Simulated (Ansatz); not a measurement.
**Worked example: SbHF2 + BCl2 → SbHF + BCl2F**

Species: SbHF2 `[F][SbH][F]`, singlet; BCl2 `Cl[B]Cl`, doublet; SbHF `[F][SbH]`, doublet; BCl2F (dichlorofluoroborane) `FB(Cl)Cl`, singlet. A radical takes F: the energy is the difference in strength between the Sb–F bond broken and the B–F bond made.

Shapes, held fixed at every level: PBE0-D4/def2-TZVP. Programs: Ansatz 0.2.0. The zero-point and thermal change to 298 K, harmonic and unscaled (PBE0-D4/def2-TZVP), is +2.9 kJ/mol.

At CCSD(T)/def2-TZVPP; 1 Eh = 2625.50 kJ/mol:

```
species   energy (Eh)
  SbHF2   -439.722739
   BCl2   -944.239495
   SbHF   -339.928960
  BCl2F  -1044.126691
```

Task: Work out ΔH(298 K) of the reaction at this level.

Result: 
1. Products less reactants: (-339.928960) + (-1044.126691) − [(-439.722739) + (-944.239495)] = -0.093417 Eh = -245.3 kJ/mol.
2. With the thermal change: -245.3 + (+2.9) = -242.4 kJ/mol.

Other levels give -275.9 (CCSD/def2-SVP) to -220.6 kJ/mol (PBE-D4/def2-TZVPP). No measured value is set beside it here. Open shells run unrestricted. For atoms past krypton def2 sets carry core potentials with scalar relativity. Outer-core shells of Sb are correlated in most correlated rows, in sets that cover them unevenly.
